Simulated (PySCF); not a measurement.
A geometry optimisation on [NbOF5]2- (`[O]=[Nb-2]([F])([F])([F])([F])[F]`).

Computed with PBE0-D3(BJ)/def2-SVP geometry optimisation, gas phase, def2 core potentials past Kr (PySCF 2.14.0). Start geometry: GFN2-xTB. A driver script takes a list of jobs; this job's settings line and coordinates (Å) are shown.

Input:
```
{"job": {"xc": "PBE0", "basis": "def2-SVP", "d3": "d3bj", "grid": 1, "maxiter": 40, "kind": "geom"}, "charge": -2, "multiplicity": 1}
Nb    -0.001220    -0.000720     0.205770
O     -0.016980    -0.008930     1.904350
F      0.018020     0.009720    -1.958700
F      1.974330     0.005130    -0.019890
F     -1.971710    -0.005500    -0.055950
F     -0.006330     1.973840    -0.028360
F      0.003900    -1.973540    -0.047230
```

Output:
```
step   0  E = -630.74267690  max force = 0.084666
step   1  E = -630.74788136  max force = 0.007619
step   2  E = -630.74526144  max force = 0.015224
step   3  E = -630.74840784  max force = 0.006730
step   4  E = -630.74879216  max force = 0.003720
step   5  E = -630.74877898  max force = 0.001436
step   6  E = -630.74885738  max force = 0.000509
step   7  E = -630.74886301  max force = 0.000261
optimisation converged
```

Energies in Eh; «max force» is the largest Cartesian gradient component in Eh/bohr.

Task: How much energy does the optimisation release, in eV?

Result: E(step 0) − E(last step) = 0.006186 Eh, which is 0.168 eV.

Task: At which steps does the energy rise by more than 1e-5 Eh?

Result: At steps 2 (+2.62 mEh) and 5 (+0.01 mEh).

In short: final energy -630.74886 Eh after 7 steps.

Task: Give the final coordinates.

Result: 0.032 Å rms from the input after alignment:
```
atom  x, y, z in Å
Nb1   -0.0010   -0.0004    0.1439
O2    -0.0163   -0.0088    1.8959
F3     0.0147    0.0057   -1.9131
F4     1.9585    0.0054   -0.0156
F5    -1.9578   -0.0026   -0.0479
F6    -0.0032    1.9585   -0.0235
F7     0.0050   -1.9580   -0.0397
```

The ion is multiply charged and computed in the gas phase, without counter-ions or solvent; whether it holds all its electrons wasn't checked.

The run took 58 s of wall time on an x86-64 server with one thread, shared host.
Labels such as C1 count atoms from 1, the log's own numbers from 0.
